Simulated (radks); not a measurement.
Results of a calculation; reference values are marked as such.
How relativity changes the ionisation of neutral bismuth ([Hg] 6p3) to Bi+ ([Hg] 6p2). Spin-unpolarised spherical Kohn-Sham, PBEsol, point nucleus unless stated (finite: rms radius 5.5211 fm), a radial shooting solver on a logarithmic mesh with Libxc functionals. A level marked "c x" has the speed of light scaled by that factor and shares open shells by 2j + 1; other Dirac levels either fill j = l - 1/2 first or share by 2j + 1.

level	E(Bi) (hartree)	E(Bi+) (hartree)	IE (eV)	HOMO	<r> HOMO (bohr)
non-rel.	-20094.6382	-20094.3419	8.062	6p	3.097
scalar-rel.	-21525.0699	-21524.7778	7.949	6p	3.045
scalar-rel., finite nucleus	-21518.5762	-21518.2840	7.951	6p	3.044
Dirac, 2j+1 shares	-21575.7239	-21575.4264	8.097	6p3/2	3.185
Dirac, low j first	-21575.7941	-21575.5392	6.937	6p3/2	3.239
Dirac, 2j+1 shares, finite nucleus	-21569.1421	-21568.8445	8.098	6p3/2	3.184
Dirac, c x 0.85	-22360.4284	-22360.1263	8.220	6p3/2	3.242
Dirac, c x 1.25	-20969.8252	-20969.5292	8.054	6p3/2	3.145
Dirac, c x 3	-20232.0945	-20231.7984	8.056	6p3/2	3.104

NIST Atomic Spectra Database: 7.286 eV (measured). The relativistic part of the total energy of Bi is -1475 hartree (Dirac, 2j+1 shares, finite nucleus), 7.3 % of the non-relativistic value. Spin polarisation and multiplet splitting of open shells are left out at every level.

Beside tabulated values, note that relativity, absent from the non-relativistic runs, is large for the heavy elements, and spin-unpolarised runs miss the spin-polarisation part of the exchange energy of open shells, and scalar-relativistic runs lack spin-orbit coupling.
